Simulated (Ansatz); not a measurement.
Harmonic frequencies (cm⁻¹) at PBE0-D4/def2-TZVP from Ansatz: 29, 87, 113, 168, 273, 401, 500, 557, 573, 619, 744, 829, 832, 870, 876, 905, 915, 954, 2142, 2165, 2178, 2204, 2272, 3920.

Each molecule was computed in one conformer, which needn't be the lowest.

Question: Which molecule is it?
A. `O[SiH2][S][GeH3]`
B. `S[SiH2][O][GeH3]`
C. `[GeH3][CH2][GeH3]`
D. `O[SiH2]N[SiH](O)O`

Answer: A.
